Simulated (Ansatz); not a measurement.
`C[CH2][SbH2]` + NH₃ → `[NH2][SbH2]` + `CC` at 700 K and 1 bar (ligand exchange at the Sb–C bond).

Gas-phase electronic energies from Ansatz, PBE0-D4/def2-TZVP geometries. CBS: MP2 limit from def2 TZ/QZ plus the TZ coupled-cluster correction, frozen cores. This one scheme is used for every species. Elements past krypton have def2 core potentials. For Sb outer-core shells are correlated without core-valence functions, which leaves a few kJ/mol of doubt a bond.

```csv
species,CCSD(T)/CBS energy (Eh),H − E (kJ/mol),S (J/(mol·K))
`C[CH2][SbH2]`,-320.31453,270.5,411.9
NH₃,-56.50880,116.9,226.5
`[NH2][SbH2]`,-297.10356,147.6,344.4
`CC`,-79.71954,238.1,289.3
```

H − E and S are ideal-gas, rigid-rotor, harmonic terms from PBE0-D4/def2-TZVP, for one conformer and one mirror image of each species. 1 Eh = 2625.50 kJ/mol, R = 8.31446 J/(mol·K).

Problem. By hand: ΔE, ΔH, ΔS and ΔG.

Solution. ΔE = (-297.10356) + (-79.71954) − (-320.31453) − (-56.50880) = 0.00023 Eh = 0.6 kJ/mol. Δ(H − E) = 147.6 + 238.1 − 270.5 − 116.9 = -1.7, so ΔH = -1.1 kJ/mol. ΔS = 344.4 + 289.3 − 411.9 − 226.5 = -4.7 J/(mol·K). ΔG = -1.1 − 700 × (-4.7)/1000 = 2.2 kJ/mol.

Problem. By hand: the equilibrium constant, and the temperature at which ΔG would vanish if ΔH and ΔS stayed fixed.

Solution. log₁₀ K = −ΔG/(RT ln 10) = -0.2. ΔG = 0 at ΔH/ΔS = 234 K, though so small a ΔH makes that figure unsure.

TΔS isn't small against ΔH here. The sign of ΔG lies within the doubt. A doubt of 5 kJ/mol in ΔE shifts log₁₀ K by 0.4 here. Other conformers and mirror images would add mixing entropy, several J/(mol·K) or more a flexible species. These are equilibria of isolated gas molecules and say nothing of rates. Largest T1 diagnostic: 0.013 (customary marks: 0.02 for closed shells, 0.045 for open ones).
